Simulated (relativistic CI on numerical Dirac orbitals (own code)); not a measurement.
## Ru⁶⁺: 3p photoemission

Computed with this model: Dirac-Coulomb-Breit CI, separate exchange-only KLI orbitals for each configuration, a model potential for QED, valence Slater integrals scaled by 0.9, multiplet model of photoemission in the sudden approximation; configurations [Kr] 4d2 → [Ne] 3s2 3p5 3d10 4s2 4p6 4d2; 300 K; Lorentzian 2.8 eV and Gaussian 0.6 eV FWHM. Energies are those of the free ion, without screening or charge transfer. The energies are binding energies and can lie tens of eV above those of solids. S is read from ⟨S²⟩ = S(S + 1).

free ion: ground-state S = 0.98, centroid 577.39 eV. Peaks (eV, height): 569.8 (100), 592.6 (53).

Strongest unbroadened transitions for free ion:

```csv
Energy (eV),Relative strength
569.08,25.1
569.23,37.8
569.54,31.1
569.79,100.0
570.08,5.2
570.13,38.9
570.42,10.3
570.87,4.7
571.37,2.0
571.46,1.0
571.87,2.4
571.94,0.7
572.37,0.4
572.64,2.5
592.32,76.1
592.87,51.5
592.98,2.6
594.47,1.1
```
